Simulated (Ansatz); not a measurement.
The Pb1–H2 bond of BrHPb (SMILES [Br][PbH]) is stretched (multiplicity 1, the rest rigid).
Geometry at rest (charge 0, multiplicity 1):
```xyz
3

Pb    -0.444    -0.366     0.531
H     -1.641    -0.965    -0.761
Br     1.086     0.885    -1.223
```

Frozen-core correlation. Filled d and f shells under p-block atoms count as core.

Programs: Ansatz (Gaussian basis) for Hartree–Fock, density functionals and correlated methods. Values without a source in brackets are computed. In def2 rows elements past Kr take small-core potentials, without spin–orbit coupling.

Energies above the point at 1.861 Å (the B3LYP-D3(BJ) bond length), FIC-MRCISD+Q on CASSCF(2,2)/def2-TZVPP (kcal/mol): 4.88 at 1.675 Å; 2.97 at 2.047 Å; 58.98 at 5.954 Å.

Question: Take the last value as the depth D of a Morse curve D(1 − e^(−a(R − R₀)))², fit a and R₀ to the two near points, and test it at 2.512 and 3.256 Å.

Answer: 
With D = 59.0, both near points (counted from the curve's value at 1.861 Å) are met by a = 1.36 Å⁻¹ and R₀ = 1.860 Å, so k = 2Da² = 219 kcal/(mol Å²). The curve then gives 20.4 and 42.7 kcal/mol; the level itself gives 21.7 and 47.2, so Morse is off by -1.2 and -4.6.

Ansatz is a program for electronic structure.
